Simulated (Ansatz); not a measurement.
C2H6BInO, SMILES `BC(=C)[O][InH2]`. The species carries charge 0 and has multiplicity 1. In takes the def2 core potential. The geometry is a stationary point of PBE0-D4/def2-TZVP. It is one conformer, not always the lowest.

```xyz
11

B    -0.682    1.904    0.321
C     0.057    0.579    0.020
C     0.575    0.409   -1.215
O     0.223   -0.308    1.019
In    0.093   -2.306    0.839
H    -0.877    2.673   -0.574
H    -1.045    2.167    1.429
H     0.405    1.154   -1.980
H     1.182   -0.454   -1.483
H     0.664   -3.030    2.268
H    -0.596   -2.789   -0.644
```

Problem. What is the dipole moment at r2SCAN/def2-TZVPP? (Best estimate.)

Solution. Computed: 2.90 D, with components (0.22, -2.84, -0.56) D in this frame, pointing from negative to positive charge.

Problem. And with PBE, B3LYP, ωB97M-V? (Estimate.)

Solution. The calculation gave: PBE 2.86 D, B3LYP 2.92 D, ωB97M-V 2.96 D.

Problem. Give the Mulliken charges with r2SCAN, B3LYP, ωB97M-V in def2-TZVPP. (Estimate.)

Solution. Computed: 
```tsv
atom	r2SCAN	B3LYP	ωB97M-V
B1	-0.02	-0.11	-0.18
C2	0.15	0.17	0.18
C3	-0.18	-0.24	-0.24
O4	-0.51	-0.49	-0.51
In5	0.62	0.63	0.55
H6	-0.01	0.02	0.06
H7	0.00	0.03	0.07
H8	0.09	0.11	0.10
H9	0.06	0.08	0.09
H10	-0.10	-0.11	-0.07
H11	-0.10	-0.11	-0.06
```

B3LYP here is the variant with VWN-RPA as its local correlation; programs differ in this.
